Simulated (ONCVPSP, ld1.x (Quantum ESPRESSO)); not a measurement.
**Hardness and transferability of assorted potentials**

Generated with ld1.x 7.5 (TM, RRKJ, ultrasoft, PAW), atompaw 4.2 or ONCVPSP 4.0.1. The cutoff is in Ry: for ld1.x and atompaw files where the sum of valence levels is converged to 10 mRy in a Bessel basis, for ONCV files where the hardest occupied wave has 1 mHa per electron of residual kinetic energy. The error is the largest all-electron minus pseudo excitation energy over each file’s own four to seven test configurations (ionisations up to +4, promotions, holes and added fractions of an electron), all of which were solved. The labels leave out finer settings (local radius, basis sizes, second energies), which also bear on the numbers. Spin-polarised tests are not counted. The rows are a selection from randomly drawn settings: files with unsolved tests, undetermined cutoffs or missed reference levels are left out.

A true bound ghost makes a file unfit for plane-wave use even where its test errors are small: the radial tests pick states by their node count and pass the ghost by.

| element | potential | cutoff (Ry) | largest error (meV) | bound ghosts |
| --- | --- | --- | --- | --- |
| He | ultrasoft, PBE, scalar-relativistic, rc 0.80/0.62 (sp), local smoothed, core correction no, reference 1s2 | 55 | +9.3 | none |
| C | ONCV, LDA (Perdew-Wang 92), scalar-relativistic, rc 1.10/2.35/2.45 (spd), local s, core correction yes, reference 2s2 2p2, qcut 5.6/5.6/3.8, projectors 0/1/2 | 55 | +1129 | none |
| Ca | ONCV, LDA (Perdew-Wang 92), scalar-relativistic, rc 1.50/1.50/1.55/1.50 (spdf), local smoothed, core correction no, reference 3s2 3p6 4s1.5, qcut 7.4/10.7/5.8/8.5, projectors 3/3/1/2 | 41 | -13 | none |
| Zn | ONCV, LDA (Perdew-Zunger), scalar-relativistic, rc 0.90/1.10/1.20 (spd), local smoothed, core correction yes, reference 3s2 3p6 3d10 4s2, qcut 10.8/11.9/14.7, projectors 2/2/2 | 155 | -147 | none |
| La | ONCV, PBEsol, scalar-relativistic, rc 2.95/3.15/4.00/3.80 (spdf), local smoothed, core correction yes, reference 5s2 5p6 5d1 6s1.5 6p0.5, qcut 4.8/3.4/3.8/2.6, projectors 3/2/2/2 | 12 | +1981 | none |
| Bi | TM, PBE, fully relativistic, rc 2.00/2.10 (sp), local smoothed, core correction yes, reference 6s2 6p2 | 25 | -152 | d |

(1) Fill in the row for Ru: ONCV, PBEsol, scalar-relativistic, rc 1.50/1.24/1.65 (spd), local smoothed, core correction yes, reference 4s2 4p6 4d7 5s1, qcut 8.3/6.2/10.9, projectors 2/2/2.

(2) Fill in the row for Be: ONCV, LDA (Perdew-Wang 92), fully relativistic, rc 0.75/0.70/0.80 (spd), local smoothed, core correction no, reference 1s2 2s0.5, qcut 15/13.5/11.4, projectors 3/2/2.

Results:

(1) cutoff 155 Ry, largest error -2.3 meV, bound ghosts: none.

(2) cutoff 179 Ry, largest error +1.0 meV, bound ghosts: none.
